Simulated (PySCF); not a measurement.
CH4OSSi, SMILES CO[Si]S (connectivity only; charge and spin as stated), neutral, multiplicity 1. Heavy atoms are numbered as in [Si:1]([O:2][CH3:3])[SH:7]. Hydrogens are named by the atom that carries them.

Coordinates come from a ωB97X-D3(BJ)/def2-SVP optimisation. The values are those of a single conformer.

The numbers are results of B3LYP/def2-TZVP (PySCF), not measurements.

ESP charges are fitted to the potential on shells at 1.4 to 2.0 van der Waals radii. Atomic charges (e), one atom of each kind:

```tsv
atom	Mulliken	ESP fit	Löwdin	meta-Löwdin
Si1	0.25	0.00	-0.13	0.49
O2	-0.32	0.00	0.03	-0.57
C3 (CH3)	-0.14	-0.39	-0.38	-0.10
H on C3	0.12	0.15	0.11	0.12
S7 (SH)	-0.26	-0.25	0.13	-0.24
H on S7	0.13	0.19	0.04	0.10
```

Computed Mayer and Wiberg (Löwdin basis) orders of the bonds:
```json
[
 {"bond": "Si1–O2", "Mayer": "1.11", "Wiberg": "1.70"},
 {"bond": "O2–C3", "Mayer": "0.94", "Wiberg": "1.52"},
 {"bond": "Si1–S7", "Mayer": "1.24", "Wiberg": "1.85"}
]
```
